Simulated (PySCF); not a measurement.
Compound: C9H6N2.
SMILES with atom numbers: `[N:1]#[C:2][c:3]1[cH:4][c:5]2[cH:6][cH:7][cH:8][cH:9][n:10]2[cH:11]1` (hydrogens: H12 on C4; H13 on C6; H14 on C7; H15 on C8; H16 on C9; H17 on C11)

All values: CAM-B3LYP/def2-SVPD (PySCF, non-relativistic), on one gas-phase PBE0-D3(BJ)/def2-SVP geometry that isn't relaxed in the solvent. The solvent is an IEF-PCM continuum (van der Waals radii × 1.2). The model holds no explicit solvent molecules, cavitation or dispersion.

Gas phase at CAM-B3LYP/def2-SVPD: HOMO -7.35 eV, LUMO -0.52 eV, dipole 6.26 D.

Question: What does the continuum do to the energy, the frontier levels and the dipole at CAM-B3LYP/def2-SVPD in acetone and dimethylsulfoxide?

Answer: 
```
          solvent      ε  E(solvent) − E(gas) (kcal/mol)  polarisation term (kcal/mol)  distortion of the solute (kcal/mol)  HOMO (eV)  LUMO (eV)  dipole (D)
          acetone  20.49                           -8.60                        -10.51                                 1.91      -7.08      -0.29        8.23
dimethylsulfoxide  46.83                           -9.00                        -11.10                                 2.10      -7.07      -0.28        8.32
```

The first energy column is the sum of the next two and covers electrostatics alone. From acetone to dimethylsulfoxide the lowering changes by a factor 1.05, Onsager's factor (ε − 1)/(2ε + 1) by 1.04 and ε itself by 2.3.

Question: Which radius a makes the point-dipole formula ΔE = −[(ε − 1)/(2ε + 1)]·μ²/a³ give the value in dimethylsulfoxide, with the gas-phase dipole?

Answer: μ = 2.463 au and |ΔE| = 0.01435 Eh give a = 3.12 Å; the farthest nucleus lies 4.70 Å from the centroid of the nuclei, so such a sphere wouldn't even hold the nuclei. The formula assumes a rigid point dipole at the centre of a sphere.

Question: How does the static polarisability (CAM-B3LYP/def2-SVPD, frozen core, with the continuum's full static response) change?

Answer: 
```tsv
medium	isotropic (au)	principal values (au)	⟨r²⟩ of the electrons (bohr²)
gas	120.3	62.2, 109.7, 188.9	1776.7
acetone	170.1	85.7, 157.3, 267.3	1778.9
dimethylsulfoxide	173.0	87.6, 160.1, 271.3	1779.0
```

The isotropic value in dimethylsulfoxide is 1.44 times the gas-phase one; no cavity-field correction is applied. ⟨r²⟩ is taken about the centre of nuclear charge.
